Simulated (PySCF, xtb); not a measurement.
CH5F2NSi2, SMILES F[SiH2]/C=N/[SiH2]F.

GFN2-xTB run with xtb at its own geometry gives an orbital gap of 1.98 eV and a dipole moment of 2.05 D.

Geometry: TPSSh-D3(BJ)/def2-SVP. The structure was generated by enumeration; whether it is a known compound was not checked. One conformer was computed; it need not be the lowest.

**Question.** What does PBE0/def2-TZVP run with PySCF give? (An estimate is asked for; the answer gives what the named calculation found.)

**Answer.** gap 5.44 eV (levels -7.41 and -1.98 eV), dipole 1.00 D.
